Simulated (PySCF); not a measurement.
## Radial density of Rh (rhodium, neutral)

UHF, [Kr] 4d8 5s1, high-spin 4F determinant. All numbers are calculated (PySCF 2.14, the spin-free X2C one-electron Hamiltonian (Gaussian nucleus), in aug-cc-pVTZ-DK (9s8p6d3f2g, 102 functions)).

```tsv
r (bohr)	4πr²ρ (e/bohr)	4πr²(ρα − ρβ)
0.0268	56.33	0.0005
0.0450	48.56	-0.0017
0.0757	63.95	0.0223
0.127	65.67	0.1319
0.214	47.21	0.3236
0.360	52.87	0.1348
0.606	16.41	0.2397
1.02	15.36	1.3914
1.72	5.591	1.0977
2.88	1.059	0.5050
4.85	0.1642	0.1392
8.16	0.007104	0.0069
13.7	1.136e-05	0.0000
```

Densities and radii are taken from the X2C orbitals without a picture-change correction, which distorts them close to the nucleus.
